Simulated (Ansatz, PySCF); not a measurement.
Species: ethylenediamine, C2H8N2, charge 0, multiplicity 1. 
Structure (B3LYP-D3(BJ)/def2-TZVP (Ansatz, an electronic-structure program) minimum search):
```
C
H 1 1.0913
H 1 1.1021 2 106.72
N 1 1.4625 2 108.58 3 122.90
H 4 1.0123 1 110.90 2 -54.22
H 4 1.0137 5 107.05 1 120.96
C 1 1.5216 2 108.57 3 -117.10
H 7 1.0913 1 108.57 2 -57.72
H 7 1.1021 8 106.72 1 117.10
N 7 1.4625 8 108.58 9 122.90
H 10 1.0123 7 110.90 8 -54.22
H 10 1.0137 11 107.05 7 120.96
```
Charge 0, spin multiplicity 1.

Wanted: atomisation energy (electronic, to ground-state atoms), in eV. Valence correlation only, unless marked. Open shells are spin-unrestricted. No spin-orbit coupling. Non-relativistic. The coupled-cluster limit lacks core correlation, which all-electron functionals hold. CBS marks a two-point X^-3 extrapolation of the correlation energy; Hartree-Fock from the larger set. [CCSD(T)-MP2]/basis is that difference in the basis named.

```csv
level,program,atomisation energy (eV)
HF-D3(BJ)/def2-TZVPD,PySCF + dftd3,33.27
PBE-D4/def2-TZVPD,Ansatz + dftd4,46.26
PBE0/def2-QZVPP,Ansatz,___
TPSSh-D3(BJ)/def2-TZVPD,PySCF + dftd3,45.38
r2SCAN0/def2-TZVPD,Ansatz,___
HSE06/def2-TZVPD,Ansatz,45.28
CAM-B3LYP/def2-TZVPD,Ansatz,45.45
B2PLYP-D3(BJ)/def2-TZVPD,Ansatz + dftd3,44.81
B2PLYP-D4/def2-TZVPD,Ansatz + dftd4,44.79
RPA@PBE/cc-pVQZ,Ansatz,43.24
SCS-MP2/6-31G,Ansatz,37.64
SCS-MP2/cc-pVDZ,Ansatz,41.60
SCS-MP2/aug-cc-pVTZ,Ansatz,44.82
SCS-MP2/cc-pVTZ,Ansatz,44.46
CCSD/cc-pVTZ,Ansatz,___
"RI-MP2/CBS(aug-cc-pVTZ,aug-cc-pVQZ)+[CCSD(T)-MP2]/aug-cc-pVTZ",Ansatz,45.27
```

Problem. Some entries are withheld; supply them.

Solution. 
- PBE0/def2-QZVPP, atomisation energy (eV): 45.33
- r2SCAN0/def2-TZVPD, atomisation energy (eV): 44.32
- CCSD/cc-pVTZ, atomisation energy (eV): 43.31
